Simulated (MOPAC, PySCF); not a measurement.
C4H4O2, SMILES `c1c(cco1)O` (H–O–C–C torsion 180°), neutral singlet in the gas phase. 

Cartesian coordinates (Å):
```xyz
10

O      1.9646     0.6113     0.0494
C      0.6890     0.1514     0.0143
C     -0.4496     1.0136     0.0452
C     -1.5217     0.1917    -0.0057
O     -1.1416    -1.0981    -0.0650
C      0.2195    -1.1181    -0.0524
H      2.5780    -0.1285     0.0193
H     -0.4442     2.0882     0.0979
H     -2.5819     0.3741    -0.0074
H      0.6924    -2.0829    -0.0949
```
Charge 0, multiplicity 1.

All levels are single points at this geometry (M06-2X/def2-TZVP); Pople sets use spherical d functions. Orbital energies aren't observables, and empty levels follow the basis.

| level | HOMO (eV) | LUMO (eV) | gap (eV) | dipole (D) | vertical IE, Delta-SCF (eV) |
|---|---|---|---|---|---|
| M06-2X/def2-TZVP in PySCF | -7.51 | 1.28 | 8.79 | 0.89 | 8.67 |
| PBE-D3(BJ)/def2-TZVP in PySCF | -5.17 | -0.55 | 4.63 | 0.99 | – |
| BP86/6-31G* in PySCF | -4.89 | -0.12 | 4.78 | 1.06 | – |
| M06-2X/6-31G* in PySCF | -7.23 | 1.86 | 9.08 | 0.96 | – |
| HF/3-21G in PySCF | -8.73 | 4.68 | 13.41 | 0.87 | – |
| HF/6-31G* in PySCF | -8.45 | 4.73 | 13.18 | 0.80 | 7.23 |
| AM1 in MOPAC | -9.28 | 0.73 | 10.01 | 0.78 | – |
| PM3 in MOPAC | -9.26 | 0.63 | 9.90 | 0.85 | – |
| PM6 in MOPAC | -9.33 | 0.41 | 9.74 | 0.90 | – |
